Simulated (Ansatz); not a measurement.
Ansatz (a first-principles code) input file for ClFH2N2W, SMILES [NH]=[W]([Cl])([F])=[NH], multiplicity 1, PBE-D3(BJ)/def2-SVP. 

Ansatz 0.2 input:
```yaml
crystal:
  periodic: [false, false, false]
  atoms:
    - {symbol: W, position_ang: [-0.00927684, 0.19393449, 0.00000000]}
    - {symbol: N, position_ang: [-0.90676265, 0.65603740, -1.42860119]}
    - {symbol: H, position_ang: [-1.69586627, 1.04127253, -1.94195132]}
    - {symbol: N, position_ang: [-0.90676259, 0.65603742, 1.42860122]}
    - {symbol: H, position_ang: [-1.69586620, 1.04127255, 1.94195138]}
    - {symbol: F, position_ang: [1.61937356, 1.14135938, -0.00000003]}
    - {symbol: Cl, position_ang: [0.12932549, -2.11120325, 0.00000000]}
basis:
  gaussian:
    orbitals: def2-SVP
hamiltonian:
  xc: pbe
  dispersion: d3bj
relax: {f_tol: 0.002, max_steps: 200}
```

It prints:

```
WARN ansatz: RAYON_NUM_THREADS=1 ignored (pool sized by the plan → 1); use --threads N
Functional definition: PBE
integrals: 0.05 GiB planned
1110 factors; their error is unknown
mean field: 0.28 GiB planned
mean field evaluation 1: about -20041.5793 eV, gradient 1.1e2 eV
mean field evaluation 2: about -19787.9147 eV, gradient 2.8e2 eV
mean field evaluation 4: about -20061.6894 eV, gradient 3.6e1 eV
mean field evaluation 8: about -20064.2192 eV, gradient 6.7e-1 eV
mean field evaluation 16: about -20064.1510 eV, gradient 1.5e-3 eV
mean field -20064.15095538 eV, -737.3439476403 hartree, gradient 4.3e-5 eV, S^2 0.000000; 0 other end points of the search recorded, 0 dependent functions left out
the calculation of the forces begins
reference -20064.15102065 eV, -737.3439500389 hartree; 28, 28 occupied and 74, 74 virtual orbitals, 1110 factors
relax step   1: F+E_penalty+E_count = -20064.32834011 eV  Δ(F+E_penalty+E_count) = +0.000e0 eV  max|allowed force component| = 4.101e-1 eV/Å  Δτ_max = 0.0000 Å  (33 SCF iters, accepted)
these checks for a lower state are left out or cut short: starts, cluster_reference, orbital_swaps, neighbouring_geometries, increment
integrals: 0.05 GiB planned
1110 factors; their error is unknown
mean field: 0.28 GiB planned
mean field -20064.15784837 eV, -737.3442009531 hartree, gradient 1.1e-5 eV, S^2 0.000000; 0 other end points of the search recorded, 0 dependent functions left out
the calculation of the forces begins
reference -20064.15791362 eV, -737.3442033508 hartree; 28, 28 occupied and 74, 74 virtual orbitals, 1110 factors
relax step   2: F+E_penalty+E_count = -20064.33494441 eV  Δ(F+E_penalty+E_count) = -6.604e-3 eV  max|allowed force component| = 1.097e-1 eV/Å  Δτ_max = 0.0164 Å  (34 SCF iters, accepted)
these checks for a lower state are left out or cut short: starts, cluster_reference, orbital_swaps, neighbouring_geometries, increment
integrals: 0.05 GiB planned
1110 factors; their error is unknown
mean field: 0.28 GiB planned
mean field evaluation 32: about -20064.1582 eV, gradient 1.9e-1 eV
mean field -20064.15823263 eV, -737.3442150744 hartree, gradient 1.9e-5 eV, S^2 0.000000; 0 other end points of the search recorded, 0 dependent functions left out
the calculation of the forces begins
reference -20064.15829791 eV, -737.3442174732 hartree; 28, 28 occupied and 74, 74 virtual orbitals, 1110 factors
relax step   3: F+E_penalty+E_count = -20064.33532662 eV  Δ(F+E_penalty+E_count) = -3.822e-4 eV  max|allowed force component| = 1.172e-2 eV/Å  Δτ_max = 0.0055 Å  (35 SCF iters, accepted)
these checks for a lower state are left out or cut short: starts, cluster_reference, orbital_swaps, neighbouring_geometries, increment
integrals: 0.05 GiB planned
1110 factors; their error is unknown
mean field: 0.28 GiB planned
mean field -20064.15830214 eV, -737.3442176285 hartree, gradient 1.7e-5 eV, S^2 0.000000; 0 other end points of the search recorded, 0 dependent functions left out
the calculation of the forces begins
reference -20064.15836741 eV, -737.3442200272 hartree; 28, 28 occupied and 74, 74 virtual orbitals, 1110 factors
relax step   4: F+E_penalty+E_count = -20064.33539691 eV  Δ(F+E_penalty+E_count) = -7.030e-5 eV  max|allowed force component| = 1.448e-2 eV/Å  Δτ_max = 0.0034 Å  (34 SCF iters, accepted)
these checks for a lower state are left out or cut short: starts, cluster_reference, orbital_swaps, neighbouring_geometries, increment
integrals: 0.05 GiB planned
1110 factors; their error is unknown
mean field: 0.27 GiB planned
mean field -20064.15834354 eV, -737.3442191503 hartree, gradient 1.8e-5 eV, S^2 0.000000; 0 other end points of the search recorded, 0 dependent functions left out
the calculation of the forces begins
reference -20064.15840881 eV, -737.3442215489 hartree; 28, 28 occupied and 74, 74 virtual orbitals, 1110 factors
relax step   5: F+E_penalty+E_count = -20064.33545299 eV  Δ(F+E_penalty+E_count) = -5.608e-5 eV  max|allowed force component| = 1.663e-2 eV/Å  Δτ_max = 0.0046 Å  (35 SCF iters, accepted)
these checks for a lower state are left out or cut short: starts, cluster_reference, orbital_swaps, neighbouring_geometries, increment
integrals: 0.05 GiB planned
1110 factors; their error is unknown
mean field: 0.28 GiB planned
mean field -20064.15835298 eV, -737.3442194969 hartree, gradient 1.8e-5 eV, S^2 0.000000; 0 other end points of the search recorded, 0 dependent functions left out
the calculation of the forces begins
reference -20064.15841825 eV, -737.3442218957 hartree; 28, 28 occupied and 74, 74 virtual orbitals, 1110 factors
relax step   6: F+E_penalty+E_count = -20064.33548283 eV  Δ(F+E_penalty+E_count) = -2.984e-5 eV  max|allowed force component| = 7.779e-3 eV/Å  Δτ_max = 0.0036 Å  (35 SCF iters, accepted)
these checks for a lower state are left out or cut short: starts, cluster_reference, orbital_swaps, neighbouring_geometries, increment
integrals: 0.05 GiB planned
1110 factors; their error is unknown
mean field: 0.28 GiB planned
mean field evaluation 64: about -20064.1583 eV, gradient 1.9e-1 eV
mean field -20064.15834596 eV, -737.3442192392 hartree, gradient 1.9e-5 eV, S^2 0.000000; 0 other end points of the search recorded, 0 dependent functions left out
the calculation of the forces begins
reference -20064.15841124 eV, -737.3442216382 hartree; 28, 28 occupied and 74, 74 virtual orbitals, 1110 factors
relax step   7: F+E_penalty+E_count = -20064.33548932 eV  Δ(F+E_penalty+E_count) = -6.487e-6 eV  max|allowed force component| = 3.627e-4 eV/Å  Δτ_max = 0.0012 Å  (35 SCF iters, accepted)
integrals: 0.05 GiB planned
1110 factors; their error is unknown
mean field: 0.28 GiB planned
mean field -20064.15834596 eV, -737.3442192392 hartree, gradient 2.2e-5 eV, S^2 0.000000; 1 other end points of the search recorded, 0 dependent functions left out
the calculation of the forces begins
reference -20064.15841124 eV, -737.3442216382 hartree; 28, 28 occupied and 74, 74 virtual orbitals, 1110 factors
Total energy: -20064.33555460 eV, -737.3507315363 hartree
Atom 0 at     0.001935     0.186723     0.000000 Å, force    -0.000243     0.000090     0.000000 eV/Å
Atom 1 at    -0.901553     0.652003    -1.433761 Å, force     0.000363     0.000036     0.000314 eV/Å
Atom 2 at    -1.702742     1.043875    -1.937733 Å, force    -0.000204    -0.000090     0.000001 eV/Å
Atom 3 at    -0.901553     0.652003     1.433761 Å, force     0.000363     0.000036    -0.000314 eV/Å
Atom 4 at    -1.702742     1.043875     1.937733 Å, force    -0.000204    -0.000090    -0.000001 eV/Å
Atom 5 at     1.622609     1.156401    -0.000000 Å, force     0.000079     0.000116    -0.000000 eV/Å
Atom 6 at     0.118211    -2.116170    -0.000000 Å, force    -0.000153    -0.000099    -0.000000 eV/Å
Dipole moment:    -0.489257     0.237966     0.000000 e Å
```

The calculation finished and met its thresholds.
